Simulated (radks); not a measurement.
Results of a calculation; reference values are marked as such.
Q: These are the eigenvalues of the occupied orbitals of an atom or ion with whole-number occupations (hartree). Level of theory: scalar-relativistic Kohn-Sham, BLYP, spin-polarised, spherical densities, point nucleus (a radial shooting solver on a logarithmic mesh with Libxc functionals).

1s up: -976.7729
1s down: -976.7727
2s up: -146.5934
2s down: -146.5665
2p up: -131.7339
2p down: -131.7132
3s up: -28.78326
3s down: -28.76968
3p up: -23.91256
3p down: -23.89708
3d up: -16.29359
3d down: -16.26962
4s up: -5.65921
4s down: -5.55888
4p up: -4.20017
4p down: -4.09888
4d up: -2.06653
4d down: -1.97240
5s up: -1.34816
5s down: -1.31888

Which element is it, and in what charge state? The configuration may be excited. Open shells, if any, are filled with parallel spins first.

A: Z = 48, cadmium, charge +3: Cd3+ in [Kr] 4d7 5s2. The list shows which subshells hold electrons but not how many an open one holds; the 1s level, -976.77 hartree, gives Z - s = 44.2 by -(Z - s)^2/2, which with screening and relativity narrows Z to a few neighbours, and the depths of the outer levels then fix element, charge and occupations together.
